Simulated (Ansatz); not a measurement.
System: C$_{6}$H$_{13}$ (charge 0, doublet). It need not be the lowest isomer of its formula. 
Structure (B3LYP-D3(BJ)/def2-TZVP (Ansatz, an electronic-structure program) minimum search):
SMILES: [CH2]C(C)(C)CC
```xyz
19

C     -1.2538    -0.5478     0.8688
C     -0.3047     0.3034     0.0899
C      0.6488     1.0429     1.0399
C     -1.1161     1.3529    -0.7073
C      0.4817    -0.5571    -0.9266
C      1.3727    -1.6374    -0.3204
H     -1.8071    -1.3392     0.3790
H     -1.5327    -0.2890     1.8816
H      0.0890     1.7060     1.7027
H      1.3600     1.6524     0.4777
H      1.2126     0.3491     1.6635
H     -0.4439     1.9954    -1.2830
H     -1.8031     0.8680    -1.4029
H     -1.7012     1.9843    -0.0369
H     -0.2425    -1.0247    -1.6012
H      1.0876     0.1118    -1.5457
H      2.1817    -1.2090     0.2731
H      0.8001    -2.3020     0.3295
H      1.8283    -2.2451    -1.1042
```
Charge 0, spin multiplicity 2.

Computed values are from Ansatz. Cores are frozen in the correlated levels unless marked. UHF or UKS for open shells. No spin-orbit coupling. No relativistic terms. Basis-set limits of correlation are two-point, X^-3; Hartree-Fock from the larger set. The bracket is a focal-point correction in the basis named.

```yaml
atomisation energy De: 7458.7 kJ/mol at RI-MP2/CBS(cc-pVTZ,cc-pVQZ)+[CCSD(T)-MP2]/cc-pVTZ
total_energy: -236.0883 Eh at RI-MP2/CBS(cc-pVTZ,cc-pVQZ)+[CCSD(T)-MP2]/cc-pVTZ
dipole_moment: 0.24 D at CCSD(T)/aug-cc-pVDZ
T1 diagnostic: 0.010 at CCSD/cc-pVTZ
```
